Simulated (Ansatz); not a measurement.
The first iterations of a band of C4H8FNO (15 atoms, charge 0, multiplicity 1).

Computed with RHF/6-31G* in Ansatz.

```
movable images  : 5
climbing image  : yes
spring          : 5.0 eV/Å²
optimiser       : quadratic models (default)
start path      : IDPP
force threshold : 0.05 eV/Å
iteration limit : 60
end points      : relaxed
```

Initial state:

```xyz
15
Properties=species:S:1:pos:R:3
C -0.248 -1.674 -0.554
C 0.550 -0.406 -0.434
N 1.834 -0.491 -0.985
C 0.088 0.722 0.070
F 0.944 1.782 0.128
C -1.249 1.120 0.600
O -1.187 1.517 1.944
H -0.342 -1.950 -1.599
H -1.236 -1.594 -0.125
H 0.267 -2.485 -0.046
H 2.411 0.293 -0.766
H 2.303 -1.345 -0.765
H -1.949 0.302 0.550
H -1.642 1.930 -0.011
H -0.565 2.228 2.021
```

Final state:

```xyz
15
Properties=species:S:1:pos:R:3
C -0.208 -1.711 -0.433
C 0.580 -0.435 -0.338
N 1.934 -0.581 -0.663
C 0.089 0.718 0.076
F 0.940 1.783 0.122
C -1.260 1.127 0.564
O -1.232 1.566 1.895
H -0.214 -2.073 -1.459
H -1.234 -1.599 -0.116
H 0.263 -2.471 0.180
H 2.420 0.287 -0.739
H 2.089 -1.144 -1.474
H -1.957 0.306 0.523
H -1.639 1.916 -0.082
H -0.593 2.263 1.972
```

| iteration | highest image above the first end (eV) | largest band force component (eV/Å) |
| --- | --- | --- |
| 1 | 0.114 | 0.757 |
| 2 | 0.097 | 0.331 |

Does the band converge within its limit, and where does its top end?

The forces met the threshold. It ended after 5 iterations with the highest image 0.094 eV above the first end. A vibrational analysis at the climbing image gives one clearly imaginary mode, 566i cm⁻¹: a first-order saddle point.

Run time: 40 s on 2 threads of AMD EPYC 9R45 96-Core Processor (Zen 5) (shared host), peak memory 0.31 GiB.
